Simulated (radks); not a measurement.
Values are calculated unless marked as measured or tabulated.
Fractional charge and spin in the 4s shell of bromine: the spin-up occupation runs from 0 to 1 and the spin-down occupation from 0 to 1; the fullest corner is Br+, [Ar] 3d10 4p(up 2, down 2) 4s(up 1, down 1). Code: a radial shooting solver on a logarithmic mesh with Libxc functionals. Model: non-relativistic Kohn-Sham, TPSS, spin-polarised, spherical densities, point nucleus; meta-GGA in the generalised Kohn-Sham scheme. Energy (eV) minus the two flat planes that join the four corners (they meet along the diagonal where the two added fractions sum to one electron); zero is where a piecewise linear energy would lie.

down \ up       0    0.25     0.5    0.75       1
0           0.000  -1.147  -1.525  -1.140   0.000
0.25       -1.147  -1.431  -0.959   0.263  -1.063
0.5        -1.525  -0.959   0.350  -0.894  -1.412
0.75       -1.140   0.263  -0.894  -1.330  -1.054
1           0.000  -1.063  -1.412  -1.054   0.000

Corners above the fullest one (they belong to Br2+ and the next ion): (up 1, down 0) 35.491 eV, (up 0, down 1) 35.491 eV, (up 0, down 0) 84.142 eV. With half an added electron in each spin the energy lies 0.350 eV from the planes, and with half an added electron in spin up alone -1.525 eV. The planes are only a guide here: the flat-plane condition holds for ground states with one frontier orbital, while this shell lies below other occupied shells, so the corners above the fullest one are inner-hole states and not the ground states of those ions.
